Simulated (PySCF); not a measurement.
Gas-phase reaction: 2 GaCl₂ + Ga₂O ⇌ 4 GaCl + O. Level: PBE0/def2-TZVP; standard pressure 1 bar.

Computed with PySCF and rigid-rotor harmonic-oscillator thermochemistry at 1 bar. Open shells (unrestricted): GaCl₂ (multiplicity 2), O (multiplicity 3, electronic degeneracy 9); the rest are closed-shell singlets. Spin-orbit splitting is ignored; it lowers the true energy and changes the entropy of O. Ga: all electrons, no relativistic terms. GaCl₂: computed as isolated molecules; such fragments, hydroxides, amides, oligomers or adducts are transient or little studied in the gas. The harmonic model lacks anharmonicity and excited electronic states, which grow with temperature; levels with a mode under 35 cm⁻¹ are left out. Soft modes under 120 cm⁻¹ make the harmonic entropy rough for GaCl₂, Ga₂O.

```
T (K)  1000/T (1/K)  log10 K
-----  ------------  -------
500          2.0000   -27.18
600          1.6667   -20.66
800          1.2500   -12.52
1000         1.0000    -7.66
1200         0.8333    -4.43
1400         0.7143        ?
```

### Question
Fit log10 K = a + b·(1000/T) to the five rows, get the mean ΔH° and ΔS°, and predict log10 K at 1400 K.

### Answer
Means: 1000/T = 1.3500, log10 K = -14.490. Sums of products about the means: Sxy = -17.98804, Sxx = 0.922278, so b = Sxy/Sxx = -19.50 and a = -14.490 − (-19.50)×1.3500 = 11.84.
ΔH° = −R ln 10 × 1000 K × b = −19.145 × (-19.50) = 373 kJ; ΔS° = R ln 10 × a = 227 J/K. The run's own values go from 375 kJ and 229 J/K at 500 K to 369 kJ and 223 J/K at 1400 K.
Prediction at 1400 K: 11.84 + (-19.50)×0.7143 = -2.09. The computed value is -2.13, 0.04 from the line.
For scale, ΔH°(298 K) is 375 kJ at this level, 367 kJ at ωB97M-V/def2-TZVP†, and runs from 163 to 766 kJ over the 19 levels computed († marks an energy on the PBE0/def2-TZVP geometry).
